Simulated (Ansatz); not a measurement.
The same path of CH2BBrSi (6 atoms, charge 0, multiplicity 1) was run twice with different band settings. Lost on the way: Si3–H6. Made: C2–H6.

Level of theory: Ansatz 0.2.0, RHF/def2-SVP.

Relaxed end points:

```xyz
6
Properties=species:S:1:pos:R:3
B 0.708 -2.507 0.989
C 0.470 -1.080 0.495
Si -0.036 0.564 -0.167
Br -2.059 0.656 -1.110
H 0.955 0.900 -1.201
H -0.038 1.467 0.994
```

```xyz
6
Properties=species:S:1:pos:R:3
B -0.014 -1.776 1.176
C 0.516 -0.434 0.720
Si -0.200 0.505 -0.504
Br -1.993 -0.066 -1.620
H 0.280 1.806 -0.971
H 1.411 -0.035 1.198
```

Common settings: movable images 9; climbing image yes; optimiser quadratic models (default); start path through a guess of the saddle point; force threshold 0.05 eV/Å; iteration limit 60; end points relaxed.

| run | spring |
| --- | --- |
| 1 | 5.0 eV/Å² |
| 2 | 2.0 to 10.0 eV/Å², energy-weighted |

Q: What does each run give, and how far can it be trusted?

A: Run 1: converged after 13 iterations, highest image 0.176 eV above the first end. A vibrational analysis at the climbing image gives one clearly imaginary mode, 569i cm⁻¹: a first-order saddle point.
Run 2: converged after 17 iterations, highest image 0.176 eV above the first end. Another band between the same ends (9 images) ends at a top of the same energy, where a vibrational analysis finds 1 clearly imaginary mode.
The orbitals stay closed-shell, which can raise the energy where a bond breaks towards radicals; this wasn't checked here.
